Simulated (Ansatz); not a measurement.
Ga₉P₉. The state is a singlet with charge 0. Geometry PBE-D4/def2-SVP.

| atom | x (Å) | y (Å) | z (Å) |
| --- | --- | --- | --- |
| Ga1 | -1.070 | 2.236 | -1.218 |
| Ga2 | -1.107 | -1.884 | -0.220 |
| Ga3 | 0.882 | 0.842 | -2.569 |
| Ga4 | 1.102 | -2.585 | 1.687 |
| Ga5 | 1.427 | -1.764 | -0.679 |
| Ga6 | 2.292 | 1.601 | -0.156 |
| Ga7 | -1.187 | -0.989 | 2.870 |
| Ga8 | -0.120 | -1.797 | -3.140 |
| Ga9 | 1.816 | 2.057 | 2.570 |
| P10 | 1.014 | 3.063 | -1.759 |
| P11 | -1.245 | 1.270 | 1.958 |
| P12 | -1.290 | -3.104 | 1.794 |
| P13 | 1.236 | -0.487 | 3.046 |
| P14 | -2.726 | 1.537 | 0.315 |
| P15 | -2.737 | -0.347 | -0.969 |
| P16 | 0.467 | 0.177 | 1.025 |
| P17 | -1.554 | 0.433 | -2.756 |
| P18 | 2.800 | -0.259 | -1.799 |

Single mean-field runs in def2-SVP, def2-TZVP are fitted with def2-universal-jkfit. The structure comes from a short search, and lower isomers may exist.

(1) Estimate the orbital energies around the gap (eV) in Ansatz with PBE-D4/def2-SVP, PBE-D4/def2-TZVP, r2SCAN-D4/def2-SVP, PBE0-D4/def2-SVP, PBE0-D4/def2-TZVP.

Answers

(1) 
| orbital | PBE-D4/def2-SVP | PBE-D4/def2-TZVP | r2SCAN-D4/def2-SVP | PBE0-D4/def2-SVP | PBE0-D4/def2-TZVP |
| --- | --- | --- | --- | --- | --- |
| HOMO−5 | -6.10 | -6.05 | -6.39 | -6.98 | -6.89 |
| HOMO−4 | -5.96 | -5.89 | -6.25 | -6.83 | -6.72 |
| HOMO−3 | -5.79 | -5.72 | -6.06 | -6.63 | -6.52 |
| HOMO−2 | -5.58 | -5.54 | -5.83 | -6.38 | -6.30 |
| HOMO−1 | -5.09 | -5.04 | -5.31 | -5.77 | -5.68 |
| HOMO | -4.72 | -4.68 | -4.90 | -5.29 | -5.23 |
| LUMO | -3.63 | -3.60 | -3.69 | -3.11 | -3.05 |
| LUMO+1 | -3.51 | -3.48 | -3.57 | -3.01 | -2.95 |
| LUMO+2 | -3.35 | -3.31 | -3.40 | -2.85 | -2.79 |
| LUMO+3 | -3.29 | -3.28 | -3.33 | -2.71 | -2.68 |
| LUMO+4 | -2.95 | -2.95 | -2.93 | -2.36 | -2.34 |
| LUMO+5 | -2.87 | -2.87 | -2.84 | -2.28 | -2.26 |
